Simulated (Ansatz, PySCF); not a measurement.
Spin states of H2O2Os (SMILES [OH][Os][OH]), each relaxed with B3LYP-D3(BJ)/def2-TZVP.
State 1 (charge 0, multiplicity 3):
```xyz
5

Os     0.0918    -0.2856     0.0549
O      1.5028    -0.0554    -1.1207
H      1.6786     0.7438    -1.6325
O     -1.3257    -0.5169     1.2225
H     -2.0013     0.1440     1.4186
```
State 2 (charge 0, multiplicity 1):
| atom | x (Å) | y (Å) | z (Å) |
|---|---|---|---|
| Os | -0.0039 | -0.0158 | -0.0075 |
| O | 1.3402 | 0.2145 | -1.1315 |
| H | 2.0611 | 0.3647 | -1.7458 |
| O | -1.3552 | -0.2232 | 1.1125 |
| H | -2.0960 | -0.3104 | 1.7150 |

Singlets are restricted, other states unrestricted; no spin–orbit coupling, no relativity up to Kr; see below for the cores. The largest T1 diagnostic is 0.028.

Correlated levels freeze the inner cores; with def2 sets outer-core shells near the valence are correlated too.

Programs: Ansatz (a quantum-chemistry and plane-wave program); PySCF for the dispersion terms. Each number belongs to the level named beside it. In def2 rows elements past Kr take small-core potentials, without spin–orbit coupling.

```tsv
level	energy of the multiplicity-1 state less that of the multiplicity-3 state (kcal/mol)
BLYP-D4/def2-TZVPP	3.60
r2SCAN-D3(BJ)/def2-TZVPP	9.18
r2SCAN-D4/def2-TZVPP	9.17
PBE0-D3(BJ)/def2-TZVPP	6.45
PBE0-D4/def2-TZVPP	6.42
BHLYP-D3(BJ)/def2-TZVPP	7.47
B2PLYP/def2-TZVPP	3.06
B2PLYP-D4/def2-TZVPP	3.04
CCSD(T)/def2-SVP	?
```

Some entries are withheld; supply them.


- CCSD(T)/def2-SVP, energy of the multiplicity-1 state less that of the multiplicity-3 state (kcal/mol): 1.72

Doubts at one or more of the structures used: a restricted determinant that unrestricted orbitals would lower (B2PLYP/def2-TZVPP, B2PLYP-D4/def2-TZVPP, CCSD(T)/def2-SVP).
